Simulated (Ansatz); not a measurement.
`c1ccc2nc3ccccc3nc2c1`, relaxed with RKS PBE0-D4/def2-TZVP in Ansatz from a PBE-D4/def2-SVP geometry. The force threshold is 0.005 eV/Å; the program also tests the step.

Charge 0, multiplicity 1.

Start:

```xyz
22

C    -1.531   -0.572   -3.274
C    -1.497    0.858   -3.226
C    -0.980    1.517   -2.129
C    -0.467    0.774   -1.016
N     0.034    1.430    0.047
C     0.502    0.682    1.064
C     1.047    1.325    2.223
C     1.531    0.572    3.274
C     1.497   -0.858    3.226
C     0.980   -1.517    2.128
C     0.467   -0.774    1.016
N    -0.034   -1.430   -0.047
C    -0.502   -0.682   -1.064
C    -1.047   -1.325   -2.223
H    -1.949   -1.070   -4.162
H    -1.890    1.433   -4.079
H    -0.941    2.615   -2.064
H     1.060    2.425    2.230
H     1.949    1.070    4.162
H     1.890   -1.433    4.079
H     0.941   -2.615    2.064
H    -1.060   -2.425   -2.230
```

Question: How much energy does the relaxation release, and in how many steps? (An estimate is asked.)

Answer: Computed: 3.64 kcal/mol, in 4 steps.

Question: Which bonds change most? (Estimate.)

Answer: Ansatz gave: C6–C11 from 1.458 to 1.435 Å; C4–C13 from 1.458 to 1.435 Å; C7–C8 from 1.381 to 1.360 Å; C1–C14 from 1.381 to 1.360 Å.

Question: Give the relaxed structure. (An estimate is asked.)

Answer: Ansatz gave: 
```xyz
22

C    -1.512   -0.568   -3.234
C    -1.479    0.851   -3.187
C    -0.970    1.500   -2.106
C    -0.462    0.762   -1.004
N     0.033    1.411    0.047
C     0.496    0.672    1.051
C     1.036    1.311    2.199
C     1.512    0.568    3.234
C     1.479   -0.851    3.187
C     0.970   -1.500    2.106
C     0.462   -0.762    1.004
N    -0.033   -1.411   -0.047
C    -0.496   -0.672   -1.051
C    -1.036   -1.311   -2.199
H    -1.924   -1.058   -4.108
H    -1.866    1.417   -4.026
H    -0.933    2.581   -2.046
H     1.050    2.394    2.211
H     1.924    1.058    4.108
H     1.865   -1.417    4.026
H     0.933   -2.581    2.046
H    -1.050   -2.394   -2.211
```
